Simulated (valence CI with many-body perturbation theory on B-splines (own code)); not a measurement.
# Energy levels of Mn XI

Level of theory: relativistic CI+MBPT: five valence electrons over a frozen Dirac-Fock core [Ne], a basis of 9 s, 9 p, 8 d, 6 f, 3 g, 1 h functions for each j, with the one-electron correlation potential Σ1, the two-electron term Σ2, the three-electron term Σ3, Breit, model QED; selected CI, second order for the rest, scaled by the run's own slope (own B-spline code, finite nucleus).

No measured levels were compared; by estimate levels of excited configurations hold to 0.05 to 0.15 % of their energy, terms of the ground configuration to about 0.5 %. Among the levels kept, up to 1600 cm⁻¹ of a level comes from second order outside the variational space, and about a tenth of that is noise between levels of different J, which matters for small intervals.

Levels 1 to 32 of 32, with energies above the lowest level, 3s²3p³ ⁴S°_3/2. "Leading %" is the weight of the configuration and term that name the level; weights of strongly mixed levels are sums over their largest components and can fall short, so below about 35 % the name and the second component can differ from the true leading terms, or belong to a minority configuration. In the jj column 3d3/2^4 stands for four electrons in 3d with j = 3/2. Lifetimes count E1, E2, E3, M1 and M2 decay at the calculated energies, and are blank where another channel may lead or the interval is too uncertain; long ones can be off by a factor of two.

| No. | Configuration | Term | J | E (eV) | Leading % | Leading jj | Lifetime |
| --- | --- | --- | --- | --- | --- | --- | --- |
| 1 | 3s²3p³ | ⁴S° | 3/2 | 0.000 | 95 | 3s^2 3p1/2 3p3/2^2 (50 %) |  |
| 2 | 3s²3p³ | ²D° | 3/2 | 4.913 | 87 | 3s^2 3p1/2 3p3/2^2 (46 %) | 36.1 ms |
| 3 | 3s²3p³ | ²D° | 5/2 | 5.324 | 96 | 3s^2 3p1/2 3p3/2^2 (96 %) | 726 ms |
| 4 | 3s²3p³ | ²P° | 1/2 | 8.590 | 96 | 3s^2 3p1/2 3p3/2^2 (96 %) | 6.30 ms |
| 5 | 3s²3p³ | ²P° | 3/2 | 9.161 | 85 | 3s^2 3p3/2^3 (76 %) | 2.61 ms |
| 6 | 3s3p⁴ | ⁴P | 5/2 | 31.487 | 88 | 3s 3p1/2^2 3p3/2^2 (67 %) | 707 ps |
| 7 | 3s3p⁴ | ⁴P | 3/2 | 32.443 | 88 | 3s 3p1/2 3p3/2^3 (75 %) | 661 ps |
| 8 | 3s3p⁴ | ⁴P | 1/2 | 32.889 | 87 | 3s 3p3/2^4 (32 %) | 631 ps |
| 9 | 3s3p⁴ | ²D | 3/2 | 39.011 | 76 | 3s 3p1/2 3p3/2^3 (46 %) | 318 ps |
| 10 | 3s3p⁴ | ²D | 5/2 | 39.184 | 76 | 3s 3p1/2 3p3/2^3 (59 %) | 348 ps |
| 11 | 3s²3p²3d | ²P | 3/2 | 44.822 | 50 | 3s 3p1/2 3p3/2^3 (28 %) | 121 ps |
| 12 | 3s3p⁴ | ²P | 1/2 | 45.370 | 35 | 3s 3p1/2^2 3p3/2^2 (33 %) | 111 ps |
| 13 | 3s3p⁴ | ²S | 1/2 | 47.052 | 57 | 3s 3p3/2^4 (42 %) | 133 ps |
| 14 | 3s²3p²3d | ⁴F | 3/2 | 49.272 | 94 | 3s^2 3p1/2^2 3d3/2 (42 %) | 7.78 ns |
| 15 | 3s²3p²3d | ⁴F | 5/2 | 49.644 | 92 | 3s^2 3p1/2 3p3/2 3d3/2 (57 %) | 13.5 ns |
| 16 | 3s²3p²3d | ⁴F | 7/2 | 50.187 | 93 | 3s^2 3p1/2 3p3/2 3d5/2 (63 %) | 50.3 ns |
| 17 | 3s²3p²3d | ⁴F | 9/2 | 50.870 | 95 | 3s^2 3p3/2^2 3d5/2 (52 %) |  |
| 18 | 3s²3p²3d | ²F | 5/2 | 51.052 | 78 | 3s^2 3p1/2 3p3/2 3d3/2 (62 %) | 14.1 ns |
| 19 | 3s²3p²3d | ²F | 7/2 | 51.473 | 51 | 3s^2 3p1/2 3p3/2 3d5/2 (60 %) | 39.6 ns |
| 20 | 3s²3p²3d | ⁴D | 1/2 | 51.507 | 96 | 3s^2 3p1/2 3p3/2 3d3/2 (76 %) | 2.23 ns |
| 21 | 3s²3p²3d | ⁴D | 3/2 | 51.616 | 93 | 3s^2 3p1/2 3p3/2 3d3/2 (39 %) | 2.17 ns |
| 22 | 3s²3p²3d | ⁴D | 5/2 | 52.036 | 73 | 3s^2 3p1/2 3p3/2 3d5/2 (45 %) | 3.16 ns |
| 23 | 3s²3p²3d | ⁴D | 7/2 | 52.962 | 49 | 3s^2 3p3/2^2 3d5/2 (89 %) | 90.9 μs |
| 24 | 3s²3p²3d | ²G | 7/2 | 56.928 | 95 | 3s^2 3p1/2 3p3/2 3d3/2 (49 %) | 5.46 ns |
| 25 | 3s²3p²3d | ²G | 9/2 | 57.211 | 95 | 3s^2 3p1/2 3p3/2 3d5/2 (52 %) |  |
| 26 | 3s²3p²3d | ²P | 3/2 | 57.999 | 50 | 3s^2 3p1/2 3p3/2 3d5/2 (36 %) | 16.4 ps |
| 27 | 3s²3p²3d | ⁴P | 5/2 | 59.197 | 84 | 3s^2 3p1/2 3p3/2 3d5/2 (47 %) | 12.6 ps |
| 28 | 3s²3p²3d | ²P | 1/2 | 59.206 | 52 | 3s^2 3p3/2^2 3d5/2 (31 %) | 16.3 ps |
| 29 | 3s²3p²3d | ⁴P | 3/2 | 59.641 | 82 | 3s^2 3p1/2 3p3/2 3d3/2 (32 %) | 12.5 ps |
| 30 | 3s²3p²3d | ⁴P | 1/2 | 59.930 | 82 | 3s^2 3p3/2^2 3d3/2 (49 %) | 12.0 ps |
| 31 | 3s²3p²3d | ²D | 3/2 | 60.728 | 85 | 3s^2 3p3/2^2 3d3/2 (33 %) | 64.2 ps |
| 32 | 3s²3p²3d | ²D | 5/2 | 61.842 | 86 | 3s^2 3p3/2^2 3d5/2 (53 %) | 35.8 ps |

Names give the largest LS component (configuration and term), which can be under half, so a name can repeat, a term be missing and a line seem to break the LS rules; names also repeat where a configuration has a term twice.

The ionisation energy to 3s²3p² ³P0 of the next ion comes out as 283.07 eV (NIST: 286.1 ± 0.5 eV (semi-empirical), further off than twice its uncertainty). All 32 levels together are meant to be complete up to 63.145 eV.
